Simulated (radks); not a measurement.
Values are calculated unless marked as measured or tabulated.
Os, 76 electrons, occupied as [Xe] 4f14 5d6 6s2. Code: a radial shooting solver on a logarithmic mesh with Libxc functionals. Model: Dirac Kohn-Sham, BLYP, spin-unpolarised, spherical densities, point nucleus; open shells are shared between the two j in proportion to 2j + 1; speed of light set to 205.554 atomic units (1.5 times the physical value, a model run). Some entries of the table are withheld. Estimate them.

| orbital | occ. | eigenvalue (eV) | r(max) (bohr) | <r^2> (bohr^2) |
|---|---|---|---|---|
| 1s1/2 | 2 | -69964.00 | 0.01229 | 0.0004883 |
| 2s1/2 | 2 | -11820.87 | 0.06839 | 0.007534 |
| 2p1/2 | 2 | -11334.30 | 0.05213 | 0.005483 |
| 2p3/2 | 4 | -10731.69 | 0.05509 | 0.006011 |
| 3s1/2 | 2 | -2737.900 | 0.1895 | (1) |
| 3p1/2 | 2 | (2) | 0.1779 | 0.04401 |
| 3p3/2 | 4 | (3) | 0.1840 | 0.04683 |
| 3d3/2 | 4 | (4) | 0.1444 | 0.03622 |
| 3d5/2 | 6 | (5) | 0.1461 | 0.03700 |
| 4s1/2 | 2 | -567.9642 | (6) | 0.2337 |
| 4p1/2 | 2 | (7) | 0.4261 | 0.2408 |
| 4p3/2 | 4 | (8) | 0.4388 | 0.2557 |
| 4d3/2 | 4 | -278.6052 | 0.4336 | 0.2748 |
| 4d5/2 | 6 | -272.2312 | 0.4378 | 0.2804 |
| 5s1/2 | 2 | -80.7722 | 0.9641 | 1.270 |
| 4f5/2 | 6 | -58.5163 | (9) | 0.3662 |
| 4f7/2 | 8 | -57.2167 | (10) | 0.3711 |
| 5p1/2 | 2 | -52.1102 | 1.029 | 1.538 |
| 5p3/2 | 4 | -47.4128 | 1.064 | 1.654 |
| 5d3/2 | 2.4 | -7.2988 | 1.335 | 3.735 |
| 5d5/2 | 3.6 | -6.8188 | 1.354 | 3.895 |
| 6s1/2 | 2 | -5.3282 | 2.646 | 11.79 |

Answer. 
(1) 3s1/2 <r^2> (bohr^2): 0.04784
(2) 3p1/2 eigenvalue (eV): -2514.606
(3) 3p3/2 eigenvalue (eV): -2384.276
(4) 3d3/2 eigenvalue (eV): -1985.331
(5) 3d5/2 eigenvalue (eV): -1953.447
(6) 4s1/2 r(max) (bohr): 0.4265
(7) 4p1/2 eigenvalue (eV): -473.7590
(8) 4p3/2 eigenvalue (eV): -443.4777
(9) 4f5/2 r(max) (bohr): 0.4008
(10) 4f7/2 r(max) (bohr): 0.4029
